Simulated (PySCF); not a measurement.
Chlorine: a sound run and one with changed settings

Sound run: Cl⁺ [Ne] 3s2 3p4, Cl²⁺ [Ne] 3s2 3p3. Computed with PySCF 2.14 in 6-31G* (4s3p1d, 18 functions), with the non-relativistic Hamiltonian (point nucleus). The sound run starts from symmetry-adapted Hartree-Fock orbitals and uses a fine grid where one is needed.

Changed run: initial guess 1e, at most 3 SCF cycles. This setting is unsound on purpose.

```tsv
species	method	sound run (hartree)	changed run (hartree)	converged
Cl⁺	UHF	-459.01354	-459.01350	no
Cl⁺	MN15	-459.50903	-459.50902	no
Cl⁺	TPSS	-459.66056	-459.66054	no
Cl²⁺	UHF	-458.18678	-458.18676	no
Cl²⁺	MN15	-458.63113	-458.63113	no
Cl²⁺	TPSS	-458.78374	-458.78374	no
```

The SCF was stopped early; the energies are upper bounds that still move, and correlated levels were skipped or rest on poor orbitals.
